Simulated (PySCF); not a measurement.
W⁺ (tungsten, charge +1) across methods

[Xe] 4f14 5d3 6s1 7s1, high-spin 6F determinant (an excited configuration). All numbers are calculated (PySCF 2.14, scalar relativity through the core potential, in aug-cc-pVTZ-PP with ECP60MDF (6s6p5d3f2g, 88 functions)). The B2PLYP total includes its PT2 part (frozen core); its orbital energies are those of the SCF part.

```tsv
method	E (hartree)	mean ε 5d α (eV)	mean ε 6s α (eV)	mean ε 7s α (eV)	Σ⟨r²⟩ (bohr²)	⟨S²⟩
BP86	-66.6991	-18.659	-16.866	-5.302	84.75	8.751
UHF	-66.09182	-24.356	-19.628	-6.125	93.21	8.755
PBE	-66.6348	-18.609	-16.710	-5.211	85.08	8.751
M06	-66.5441	-19.669	-17.167	-5.402	87.00	8.751
TPSSh	-66.5975	-19.326	-16.903	-5.265	87.20	8.751
LDA	-66.4388	-18.506	-16.996	-5.277	84.23	8.750
B2PLYP	-66.4217	-21.604	-18.245	-5.631	89.61	8.752
PBE0	-66.6030	-20.204	-17.553	-5.518	86.79	8.752
r2SCAN	-66.6470	-19.204	-16.906	-5.204	86.96	8.752
```

Energies and moments cover only the electrons outside the core potential. Spin-orbit coupling, absent here, splits the open shell strongly. The outer electron is Rydberg-like, and this basis confines it to a smaller radius and binds it less than a complete one would.
